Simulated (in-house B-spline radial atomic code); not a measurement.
# Ionising Ni9+ with different functionals

Computed with a B-spline radial code for spherical atoms: scalar-relativistic (spin-free X2C) Hamiltonian, Fermi nucleus of rms radius 3.7757 fm, spin-polarised at highest spin, spherical fractional occupations for the functionals, the average over the highest-spin determinants for Hartree-Fock. The ionisation energy is the difference of two self-consistent energies, [Ar] 3d1 → [Ne] 3s2 3p6, without Breit or QED terms; ε is the level of the shell that loses the electron (its least bound occupied spin orbital).

Hybrids are left out here: with spherical fractional occupations of an open shell their exact exchange keeps a self-interaction that integer-occupation calculations don't have.

| method | rung | ΔSCF (eV) | -ε(3d) (eV) |
| --- | --- | --- | --- |
| Hartree-Fock | Hartree-Fock | 222.87 | 224.23 |
| LDA VWN5 | LDA | 224.58 | 208.54 |
| LDA PW92 | LDA | 224.57 | 208.53 |
| LDA exchange-only | LDA | 222.42 | 206.45 |
| PBE | GGA | 224.20 | 208.21 |
| PBEsol | GGA | 224.17 | 208.17 |
| BLYP | GGA | 224.20 | 208.19 |
| RPBE | GGA | 224.10 | 208.12 |
| PW91 | GGA | 224.42 | 208.41 |
| BP86 | GGA | 224.30 | 208.29 |
| AM05 | GGA | 224.23 | 208.23 |
| OLYP | GGA | 224.88 | 208.97 |
| TPSS | meta-GGA | 223.86 | 207.93 |
| SCAN | meta-GGA | 223.35 | 207.68 |
| r2SCAN | meta-GGA | 223.40 | 207.75 |
| revTPSS | meta-GGA | 223.59 | 207.72 |

(1) How do they compare with the NIST value?

## Answers

(1) NIST lists 224.7 eV ± 0.5 (semi-empirical, ground level to ground level). Errors run from -2.28 to +0.18 eV; LDA VWN5 is closest (-0.12 eV), though others lie within the uncertainty of it, and part of that can be cancellation, since the calculations leave out spin-orbit coupling, Breit-QED terms, multiplet and fine-structure energies. Hartree-Fock also lacks correlation.
